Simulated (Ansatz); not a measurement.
CHFNSi, SMILES `N#C[SiH]F` radical, relaxed with UKS PBE0-D4/def2-TZVP in Ansatz from a PBE-D4/def2-SVP geometry. The force threshold is 0.005 eV/Å; the program also tests the step.

The species carries charge 0 and has multiplicity 2.

Start:

```xyz
5

N    -1.523   -0.007   -1.701
C    -0.748    0.077   -0.820
Si    0.440    0.405    0.561
F     0.005   -0.508    1.846
H     1.826    0.033    0.114
```

```json
{"step": "1", "energy (eV)": "-13130.8722", "largest force (eV/Å)": "1.717", "largest move (Å)": "0.000"}
{"step": "2", "energy (eV)": "-13130.9281", "largest force (eV/Å)": "0.778", "largest move (Å)": "0.029"}
{"step": "3", "energy (eV)": "-13130.9402", "largest force (eV/Å)": "0.107", "largest move (Å)": "0.019"}
{"step": "4", "energy (eV)": "-13130.9405", "largest force (eV/Å)": "0.015", "largest move (Å)": "0.004"}
{"step": "5", "energy (eV)": "-13130.9405", "largest force (eV/Å)": "0.005", "largest move (Å)": "0.002"}
{"step": "6", "energy (eV)": "-13130.9405", "largest force (eV/Å)": "0.002", "largest move (Å)": "0.001"}
```

End:

```xyz
5

N    -1.503   -0.008   -1.676
C    -0.745    0.074   -0.810
Si    0.437    0.399    0.559
F     0.009   -0.496    1.803
H     1.804    0.031    0.122
```

It took 13 s on 2 threads of a server CPU on a shared host, with 0.28 GiB of host memory at the peak.
